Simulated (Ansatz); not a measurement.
Basis-set extrapolation for `CN[SiH](O)O` (PBE0-D4/def2-TZVP geometry, frozen core, the Gaussian-basis code of Ansatz). Multiplicity 1, RHF reference.

```tsv
	def2-TZVPP	def2-QZVPP
HF	-535.311509	-535.333557
MP2 correlation	-0.990356	-1.066465
CCSD(T) correlation	-1.059520	not run
```

Energies in hartree. Use E(X) = E(∞) + A·exp(−7.88·√X) for Hartree–Fock and E(X) = E(∞) + B·X^(−2.97) for correlation, with X = 3 and 4, and add CCSD(T) minus MP2 of the smaller set to the MP2 limit.

Problem. What is the CCSD(T) energy at the basis-set limit?

Solution. HF limit: -535.333557 + (-0.022048) × 0.13774 = -535.33659. MP2 limit: -1.066465 + (-0.076109) × 0.74074 = -1.12284. Higher-order term: -1.059520 − (-0.990356) = -0.06916. Total: -536.52859 hartree, 413.7 kJ/mol below CCSD(T)/def2-TZVPP.
